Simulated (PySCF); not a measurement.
`InChI=1S/C8H8BNS/c1-2-6-10(9-5-1)8-4-3-7-11-8/h1-7,9H`

Geometry:
```
atom   x (Å)   y (Å)   z (Å)
  B1  -0.912   0.881  -1.061
  C2  -2.422   0.824  -1.101
  C3  -3.083  -0.021  -0.242
  C4  -2.370  -0.853   0.662
  C5  -1.005  -0.832   0.699
  N6  -0.268  -0.008  -0.111
  C7   1.134  -0.033   0.015
  C8   2.067  -0.017  -0.989
  C9   3.399  -0.017  -0.490
 C10   3.455  -0.036   0.877
 S11   1.887  -0.035   1.580
 H12  -0.203   1.600  -1.717
 H13  -3.014   1.447  -1.777
 H14  -4.177  -0.076  -0.233
 H15  -2.900  -1.533   1.331
 H16  -0.439  -1.483   1.369
 H17   1.796  -0.016  -2.045
 H18   4.286  -0.015  -1.125
 H19   4.335  -0.056   1.518
```

Method used: quadratic response CAM-B3LYP/aug-cc-pVDZ first hyperpolarisability, Taylor convention, gas phase (PySCF 2.14.0). Geometry: PBE0-D3(BJ)/def2-SVP.

Task: What is the first hyperpolarisability, and how does it disperse?

Result: In 10⁻³⁰ esu, Taylor convention; the vector part is βᵢ = ⅓ Σⱼ (βᵢⱼⱼ + βⱼᵢⱼ + βⱼⱼᵢ); β∥ is 3/5 of the vector part along the dipole, the dipole points from − to +:
| process | λ (nm) | β vector norm | β∥ | β HRS | depolarisation ratio |
| --- | --- | --- | --- | --- | --- |
| static β(0;0,0) | ∞ | 1.41 | 0.71 | 0.56 | 5.68 |
| second harmonic β(−2ω;ω,ω) | 1907 | 1.70 | 0.85 | 0.68 | 5.48 |
| Pockels β(−ω;ω,0) | 1907 | 1.50 | 0.75 | – | – |
| second harmonic β(−2ω;ω,ω) | 1064 | 2.63 | 1.27 | 1.06 | 4.96 |
| Pockels β(−ω;ω,0) | 1064 | 1.72 | 0.86 | – | – |

Task: Which lowest excitations, dipole and polarisabilities go with it?

Result: S1 4.52 eV (f = 0.269); S2 5.15 eV (f = 0.083); S3 5.50 eV (f = 0.012); dipole 1.44 D; isotropic α 136.6 au static, 137.3 au at 1907 nm, 138.9 au at 1064 nm, 139.5 au at 953.5 nm, 146.9 au at 532 nm.
